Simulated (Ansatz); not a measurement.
Stepwise reaction of `[O]=[Ta]([OH])([OH])[OH]` with ammonia, as a gas-phase model of exchange steps in deposition or etching. ΔE in kJ/mol; ΔG adds harmonic PBE0-D4 terms to CCSD(T)/CBS, at 1 bar.

Gas-phase electronic energies from Ansatz, PBE0-D4/def2-TZVP geometries. CCSD(T)/CBS is the MP2 limit (def2-TZVPP, def2-QZVPP) plus CCSD(T) − MP2 in def2-TZVPP, frozen cores. This one scheme is used for every species. DFT in def2-TZVPP. B3LYP here is the variant with VWN-RPA as its local correlation; programs differ in this. Elements past krypton have def2 core potentials. For Ta outer-core shells are correlated without core-valence functions, which leaves a few kJ/mol of doubt a bond. One conformer a species, not always the lowest.

```tsv
step	reaction	PBE-D4	B3LYP-D4	ωB97M-V	CCSD(T)/CBS	ΔG(400 K)
1	`[O]=[Ta]([OH])([OH])[OH]` + NH₃ → `[NH2][Ta](=[O])([OH])[OH]` + H₂O	19.6	21.8	22.1	16.3	19.4
2	`[NH2][Ta](=[O])([OH])[OH]` + NH₃ → `[NH2][Ta]([NH2])(=[O])[OH]` + H₂O	41.4	43.1	43.0	37.2	35.8
3	`[NH2][Ta]([NH2])(=[O])[OH]` + NH₃ → `[NH2][Ta]([NH2])([NH2])=[O]` + H₂O	56.2	58.7	59.1	53.1	52.0
```

**Question.** By hand: ΔE of the 3 steps together at CCSD(T)/CBS.

**Answer.** (16.3) + (37.2) + (53.1) = 106.6 kJ/mol, or 35.5 kJ/mol a step.

In ΔE each step is higher than the one before. All are uphill at CCSD(T)/CBS. ΔG lies between 19.4 and 52.0 kJ/mol a step. PBE-D4 differs from CCSD(T)/CBS by 3.1 to 4.2 kJ/mol a step. Isolated molecules leave out the surface, adducts and barriers. Largest T1 diagnostic: 0.020.
